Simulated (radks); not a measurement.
Results of a calculation; reference values are marked as such.
Question: Ionisation of the barium ion Ba2+, [Xe], to Ba3+, [Kr] 4d10 5s2 5p5, under several functionals. Scalar-relativistic Kohn-Sham, spin-polarised, spherical densities, finite nucleus; open shells are filled with parallel spins first (spin-orbit coupling, left out, can overturn this in heavy ions); a radial shooting solver on a logarithmic mesh with Libxc functionals. Known Delta-SCF values: LDA (Slater exchange, VWN5 correlation) 36.471 eV; PBE 36.248 eV. What does SCAN give, and what is its highest occupied eigenvalue?

Answer: 36.633 eV by Delta-SCF; the 5p eigenvalue is -31.390 eV. NIST: 35.844 eV (measured).
